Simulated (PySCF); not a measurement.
## Working out the ionisation energy of Nb(2+)

Nb(2+) [Kr] 4d3 (4F) → Nb(3+) [Kr] 4d2 (3F). Calculation: PySCF 2.14, in def2-QZVPPD with the def2 core potential (28 electrons); a scalar-relativistic core potential. Frozen: nothing. Energies in hartree (1 hartree = 27.21139 eV):

| part | Nb(2+) (lower) | Nb(3+) (upper) |
| --- | --- | --- |
| UHF | -55.629623 | -54.739154 |
| MP2 opposite-spin | -0.200114 | -0.187134 |
| MP2 same-spin | -0.079737 | -0.064139 |

Task: What does Hartree-Fock give?

Result: (-54.739154) − (-55.629623) = 0.890469 hartree = 24.231 eV.

Task: What do MP2 and SCS-MP2 (6/5 opposite-spin, 1/3 same-spin) give?

Result: The opposite-spin parts differ by 0.353 eV and the same-spin parts by 0.424 eV. MP2: 24.231 + (0.353) + (0.424) = 25.008 eV. SCS-MP2: 24.231 + 1.2 × (0.353) + (0.424)/3 = 24.796 eV.

Reference: 25.04 eV (semi-empirical (NIST evaluation); NIST Atomic Spectra Database, ionization energies), between the lowest levels; spin-orbit coupling is absent from the calculation.

What remains against the reference includes basis incompleteness and correlation beyond second order.
